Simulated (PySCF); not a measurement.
Computed shifts of a molecule C₃H₅BO, PBE/pcSseg-1 (PySCF), GIAO, gas phase, atoms alike by connectivity averaged where their shifts nearly agree, in ppm (number of nuclei): ¹³C: 100.7 (1), 94.4 (1), 11.3 (1). ¹H: 6.38 (1), 3.18 (1), 1.16 (3). References: ¹¹B against BF3 (σ = 83.9 ppm); ¹³C against TMS (σ = 182.0 ppm); ¹H against TMS (σ = 31.49 ppm); ¹⁷O against H2O (σ = 334.3 ppm), references at their B3LYP-D3(BJ)/def2-TZVP geometries, non-relativistic. Coordinates come from a PBE-D3(BJ)/def2-SVP optimisation. One conformer was computed; it need not be the lowest.

Task: Identify the compound among the candidates.
A) C#CBOC
B) CB1C=CO1
C) C#CB(C)O
D) OB1C=CC1

Result: C, C#CB(C)O
